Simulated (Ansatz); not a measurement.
The same path of C₂H₇BrSi₂ (12 atoms, charge 0, multiplicity 1) was run twice with different band settings. The coordinate that changes most is the dihedral H10–C3–Si4–Br5.

The calculation used Ansatz 0.2.0, RKS PBE0-D4/def2-SVP.

Relaxed end points:

```xyz
12
Properties=species:S:1:pos:R:3
Si -1.577 0.715 -0.613
C -0.837 -0.934 -0.095
C 0.399 -1.158 0.387
Si 1.736 0.122 0.671
Br 2.283 1.090 -1.270
H -0.766 1.849 -0.080
H -2.968 0.803 -0.074
H -1.645 0.804 -2.104
H -1.497 -1.808 -0.215
H 0.679 -2.194 0.629
H 1.313 1.207 1.600
H 2.957 -0.550 1.197
```

```xyz
12
Properties=species:S:1:pos:R:3
Si -1.399 0.581 -1.036
C -0.865 -0.914 -0.027
C 0.305 -1.088 0.614
Si 1.729 0.126 0.687
Br 1.053 2.028 1.651
H -0.220 1.420 -1.402
H -2.380 1.401 -0.264
H -2.068 0.097 -2.282
H -1.606 -1.724 0.046
H 0.451 -2.022 1.177
H 2.818 -0.442 1.530
H 2.259 0.480 -0.659
```

Common settings: climbing image yes; spring 5.0 eV/Å²; optimiser quadratic models (default); start path through a guess of the saddle point; force threshold 0.05 eV/Å; end points relaxed.

| run | movable images | iteration limit |
| --- | --- | --- |
| 1 | 7 | 49 |
| 2 | 2 | 60 |

(1) What does each run give, and how far can it be trusted?

Answers

(1) Run 1: converged after 34 iterations, highest image 0.053 eV above the first end. The profile has 2 maxima (images 3, 6) with wells between them (image 4): this band takes more than one step, which may be the mechanism or a detour left from its start path. A vibrational analysis at the climbing image gives no mode beyond 40i cm⁻¹: the surface is too flat there to confirm a saddle point.
Run 2: converged after 7 iterations, highest image 0.124 eV above the first end. The order of the stationary point at the top wasn't checked. Another band between the same ends, with other settings, climbed to 0.05 eV only, so this may not be the lowest route. So few images can step over the top or miss a turn of the path.
